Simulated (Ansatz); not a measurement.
Reaction (ligand exchange at a Ge–Se bond): `[GeH3][SeH]` + HCl → `[Cl][GeH3]` + H₂Se

Gas-phase electronic energies from Ansatz, PBE0-D4/def2-TZVP geometries. CCSD(T)/CBS adds triple-zeta CCSD(T) − MP2 to the extrapolated MP2 energy (def2 sets, frozen cores). This one scheme is used for every species. Functionals use def2-TZVPP. For Ge, Se outer-core shells are correlated without core-valence functions, which leaves a few kJ/mol of doubt a bond. Scalar relativity is left out up to krypton.

`[GeH3][SeH]`:

```xyz
6

Ge    0.324   -0.223    0.453
Se   -1.522    0.009   -0.993
H     0.564    1.080    1.230
H    -0.064   -1.356    1.410
H     1.583   -0.598   -0.343
H    -0.884    1.088   -1.758
```

HCl:

Cartesian coordinates in Å:
```
Cl -0.511 -0.382 0.038
H 0.511 0.382 -0.038
```

`[Cl][GeH3]`:

Cartesian coordinates in Å:
```
Cl 0.550 1.902 0.237
Ge -0.044 -0.153 -0.019
H -1.574 -0.173 -0.107
H 0.463 -0.925 1.203
H 0.604 -0.652 -1.314
```

H₂Se:

```xyz
3

Se    0.443    0.491   -0.175
H    -0.709    0.423    0.730
H     0.266   -0.914   -0.555
```

```csv
level,ΔE (eV)
ωB97M-V,-0.17
PBE0,-0.14
```

Question: What does CCSD(T)/CBS give? (Best estimate.)

Answer: Computed: -0.13 eV. The listed levels differ from it by -0.04, -0.01 eV.

Largest T1 diagnostic among the species: 0.010.

At CCSD(T), def2-SVP lies −0.05 eV from the extrapolated value and def2-TZVPP −0.01 eV. Leaving LDA and LC-ωPBE aside and taking each functional with its dispersion term where it has one, the values, not all of them listed here, spread over 0.11 eV, from B97M-V to PBE-D4.
